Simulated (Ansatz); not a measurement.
Two isomers of C2H6Sb: A = `C[CH2][SbH]`•, B = `[CH2][SbH][CH3]`•.

Gas-phase electronic energies from Ansatz, PBE0-D4/def2-TZVP geometries. CCSD(T)/CBS is the MP2 limit (def2-TZVPP, def2-QZVPP) plus CCSD(T) − MP2 in def2-TZVPP, frozen cores. Functionals use def2-TZVPP. No spin–orbit coupling; open shells (•) take unrestricted orbitals. Elements past krypton have def2 core potentials. For Sb outer-core shells are correlated without core-valence functions, which leaves a few kJ/mol of doubt a bond.

A:

Z-matrix (Å, degrees):
```
C
C 1 1.518
H 1 1.094 2 111.3
H 1 1.093 2 111.7 3 119.9
H 1 1.093 2 111.6 3 -119.9
Sb 2 2.173 1 112.4 3 -180.0
H 2 1.093 1 111.5 3 -59.8
H 2 1.093 1 111.6 3 59.9
H 6 1.716 2 92.9 1 -179.8
```

B:

```xyz
9

C     1.368   -0.959   -0.548
Sb    0.675    1.007   -0.317
C    -1.096    0.507    0.816
H     1.493   -1.605    0.315
H     1.835   -1.291   -1.469
H    -0.116    1.052   -1.838
H    -1.637   -0.304    0.333
H    -0.790    0.204    1.817
H    -1.732    1.389    0.892
```

(1) Which is lower in electronic energy at CCSD(T)/CBS, and by how much? (An estimate is asked.)

(2) Give E(B) − E(A) in kJ/mol with HF/def2-TZVPP, B2PLYP, CCSD(T)/def2-TZVPP, CCSD(T)/def2-SVP, PBE0-D4, BLYP-D4, PBE-D4. (Best estimate.)

(3) Does the order hold for the free energy at 298.15 K (harmonic terms from PBE0-D4)? (An estimate is asked.)

Largest T1 diagnostic: 0.015.

Answers

(1) Ansatz gave: A, by 127.6 kJ/mol.

(2) The calculation gave: HF/def2-TZVPP 119.1, B2PLYP 131.8, CCSD(T)/def2-TZVPP 131.4, CCSD(T)/def2-SVP 157.7, PBE0-D4 133.1, BLYP-D4 123.7, PBE-D4 129.9. None reverses the order clearly.

(3) Computed: Yes: G(B) − G(A) = +111.5 kJ/mol.

Leaving LDA and LC-ωPBE aside and taking each functional with its dispersion term where it has one, the values, not all of them listed here, spread over 16.7 kJ/mol, from r2SCAN-D4 to ωB97M-V. LDA lies +14.0 kJ/mol from PBE without D4. From r2SCAN to r2SCAN0 (25 % exact exchange), in def2-TZVPP and without D4, E(B) − E(A) moves by +5.0 kJ/mol.
